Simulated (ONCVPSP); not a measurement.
**An all-electron radial function and its pseudo partner (molybdenum)**

Columns: radius, all-electron u(r) and pseudo u(r) of the 4d shell (level -10.41 eV) of molybdenum in the configuration [Ar] 3d10 4s2 4p6 4d5; PBE, scalar-relativistic, ONCV scheme, ONCVPSP 4.0.1.

| r (bohr) | all-electron | pseudo |
| --- | --- | --- |
| 0.130 | -0.1955 | 0.0031 |
| 0.260 | -0.3510 | 0.0236 |
| 0.390 | -0.2426 | 0.0741 |
| 0.520 | -0.0138 | 0.1586 |
| 0.650 | 0.2245 | 0.2721 |
| 0.780 | 0.4244 | 0.4020 |
| 0.910 | 0.5732 | 0.5315 |
| 1.040 | 0.6724 | 0.6445 |
| 1.170 | 0.7300 | 0.7288 |
| 1.300 | 0.7558 | 0.7790 |
| 1.430 | 0.7584 | 0.7957 |
| 1.560 | 0.7450 | 0.7849 |
| 1.690 | 0.7211 | 0.7550 |
| 1.820 | 0.6905 | 0.7145 |
| 1.950 | 0.6559 | 0.6701 |
| 2.080 | 0.6193 | 0.6261 |
| 2.210 | 0.5821 | 0.5845 |
| 2.340 | 0.5450 | 0.5455 |
| 2.470 | 0.5088 | 0.5088 |
| 2.600 | 0.4738 | 0.4738 |
| 2.730 | 0.4403 | 0.4403 |
| 2.860 | 0.4084 | 0.4084 |
| 2.990 | 0.3782 | 0.3782 |
| 3.120 | 0.3497 | 0.3497 |
| 3.250 | 0.3230 | 0.3230 |
| 3.380 | 0.2980 | 0.2980 |

Task: How many radial nodes do the two functions have?

Result: The all-electron 4d function has n − l − 1 = 1; the pseudo-wave has 0, since the states of the same l below it are removed with the core.

Task: At about which radius was the pseudo-wave matched?

Result: 2.60 bohr. The columns agree to 0.0005 from 2.34 bohr on; several derivatives are matched, so the curves merge somewhat inside the radius.

Task: Is the pseudo-wave norm-conserving?

Result: Yes: the ONCV scheme keeps the norm inside the radius equal to the all-electron one, which fixes the energy derivative of the logarithmic derivative at the level.
